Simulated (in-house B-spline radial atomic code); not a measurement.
## Neutral potassium: [He] 2s2 2p5 3s2 3p6 4s1 5p1 (an excited or competing configuration)

Computed with a radial B-spline atomic code at the basis-set limit: non-relativistic LC-wPBE, spin-polarised, spherical fractional occupations, point nucleus.

Screening seen three ways: the hydrogenic charge with the same mean radius, Z_r = [3n² - l(l+1)]/(2<r>), the one with the same energy, Z_e = n√(-2ε), and Slater's rules. Values are occupation-weighted means over spin.

```
shell  electrons   ε (eV)  <r> (bohr)    Z_r    Z_e  Slater
   1s          2  -3569.9      0.0815  18.41  16.20   18.70
   2s          2  -395.31       0.383  15.67  10.78   15.20
   2p          5  -326.56       0.342  14.62   9.80   15.20
   3s          2  -55.687       1.197  11.28   6.07    8.60
   3p          6  -37.557       1.288   9.70   4.98    8.60
   4s          1  -9.4839        3.71   6.47   3.34    3.20
   5p          1  -0.6357       14.96   2.44   1.08    1.15
```

The least bound orbital is 5p up at -0.6357 eV, and it is also the most diffuse (<r> = 14.96 bohr). The part-filled 2p shell lies below the filled 3p shell in orbital energy.

Caution: exact exchange at fractional occupations of open shells leaves self-interaction of up to several eV.
